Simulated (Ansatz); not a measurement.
Reaction (cleavage of the B–Si bond): `B[SiH2]C#N` + `F[SiH2][SeH]` → `B[Se][SiH2]F` + `N#C[SiH3]`

Gas-phase electronic energies from Ansatz, PBE0-D4/def2-TZVP geometries. CBS: MP2 limit from def2 TZ/QZ plus the TZ coupled-cluster correction, frozen cores. This one scheme is used for every species. For Se outer-core shells are correlated without core-valence functions, which leaves a few kJ/mol of doubt a bond. Scalar relativity is left out up to krypton. Each species was taken in one conformer, which may not be the lowest.

```csv
level,ΔE (eV)
MP2/def2-TZVPP,-1.20
HF/def2-QZVPP,-0.99
```

**Question.** What does CCSD(T)/CBS give? (An estimate is asked.)

**Answer.** Ansatz gave: -1.10 eV. The listed levels differ from it by -0.10, 0.11 eV.

Largest T1 diagnostic among the species: 0.013.

In def2-TZVPP, CCSD(T) changes the Hartree–Fock value by −0.11 eV (the triples alone add −0.04 eV) and MP2 by −0.20 eV.
